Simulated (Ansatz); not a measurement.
Compare A (`C[C@@H](F)[C@@H]1BC1`) with its isomer B (`C=CCB(C)F`).

Program: Ansatz. Geometries: PBE0-D4/def2-TZVP. ΔE: electronic, gas phase. CBS: MP2 limit from def2 TZ/QZ plus the TZ coupled-cluster correction, frozen cores. DFT in def2-TZVPP. B3LYP here is the variant with VWN-RPA as its local correlation; programs differ in this. One conformer a species, not always the lowest.

Problem. Which isomer does CCSD(T)/CBS put lower? Give the gap. (An estimate is asked.)

Solution. The calculation gave: B, by 72.9 kcal/mol.

Problem. Give E(B) − E(A) in kcal/mol with CCSD/def2-TZVPP, B3LYP, r2SCAN-D4, MP2/def2-TZVPP, PBE-D4, ωB97M-V, CCSD(T)/def2-TZVPP. (An estimate is asked.)

Solution. Ansatz gave: CCSD/def2-TZVPP -73.3, B3LYP -73.5, r2SCAN-D4 -70.6, MP2/def2-TZVPP -73.0, PBE-D4 -69.0, ωB97M-V -70.5, CCSD(T)/def2-TZVPP -73.5. None reverses the order clearly.

Largest T1 diagnostic: 0.012.

In def2-TZVPP, CCSD(T) changes the Hartree–Fock value by +1.8 kcal/mol (the triples alone add −0.2 kcal/mol) and MP2 by +2.3 kcal/mol.
